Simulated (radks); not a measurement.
All-electron atom: F III in 1s1 2s2 2p3 3d1 (not the ground configuration).

All-electron calculation, scalar-relativistic Kohn-Sham, PW91, spin-unpolarised, spherical densities, finite nucleus; Fermi nuclear charge, rms radius 2.8976 fm. Program: a radial shooting solver on a logarithmic mesh with Libxc functionals.

Energy parts (eV):
part                     energy
total                 -1909.784
kinetic                1907.896
electron-nucleus      -4390.087
Hartree                 753.562
exchange-correlation   -181.155

Orbitals (lengths in bohr, moments of r in powers of bohr; r(90%) holds 90 % of the orbital's charge):
orbital  occ.  eigenvalue (eV)  r(90%)     <r>
1s          1        -805.2829   0.304  0.1703
2s          2         -88.5419    1.30  0.8316
2p          3         -71.3315    1.26  0.7598
3s          0         -20.7461    3.85   2.613
3p          0         -16.8329    4.20   2.810
3d          1         -11.2587    4.97   3.210
4f          0          -4.8822    9.02   6.277

The highest occupied level is 3d at -11.259 eV. The configuration is held as typed, so some empty levels lie below it. Summed over all electrons, <r^2> = 15.89 bohr^2, which gives a Langevin (diamagnetic) susceptibility term of -12.6 x 10^-6 cm^3/mol. The electron density at the nucleus is 270.6 e/bohr^3 (large components only). The density falls to 0.001 e/bohr^3 at r = 4.03 bohr.
